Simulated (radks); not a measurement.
Question: Species: neutral iodine. Configuration: [Kr] 4d10 5s2 5p5. Method: scalar-relativistic Kohn-Sham, r2SCAN, spin-polarised, spherical densities, finite nucleus; open shells are filled with parallel spins first (spin-orbit coupling, left out, can overturn this in heavy ions); meta-GGA in the generalised Kohn-Sham scheme; Fermi nuclear charge, rms radius 4.75 fm; computed with a radial shooting solver on a logarithmic mesh with Libxc functionals. Some entries of the table are withheld. Estimate them.

| orbital | occ. | eigenvalue (hartree) | <1/r> (bohr^-1) |
|---|---|---|---|
| 1s up | 1 | -1214.254 | 56.83 |
| 1s down | 1 | -1214.252 | 56.83 |
| 2s up | 1 | -188.2294 | 13.04 |
| 2s down | 1 | -188.2292 | 13.04 |
| 2p up | 3 | -168.8290 | 12.46 |
| 2p down | 3 | -168.8278 | 12.46 |
| 3s up | 1 | -38.23704 | 4.683 |
| 3s down | 1 | -38.23612 | 4.683 |
| 3p up | 3 | -31.90880 | 4.445 |
| 3p down | 3 | -31.90754 | 4.445 |
| 3d up | 5 | -22.44633 | 4.199 |
| 3d down | 5 | -22.44501 | 4.199 |
| 4s up | 1 | -6.80024 | 1.879 |
| 4s down | 1 | -6.79723 | 1.878 |
| 4p up | 3 | -4.80703 | 1.722 |
| 4p down | 3 | -4.80439 | 1.722 |
| 4d up | 5 | -1.89112 | 1.439 |
| 4d down | 5 | -1.88702 | 1.441 |
| 5s up | 1 | (1) | 0.6559 |
| 5s down | 1 | (2) | 0.6568 |
| 5p up | 3 | -0.28426 | 0.5254 |
| 5p down | 2 | -0.25472 | 0.5211 |

Answer: 
(1) 5s up eigenvalue (hartree): -0.67577
(2) 5s down eigenvalue (hartree): -0.64463
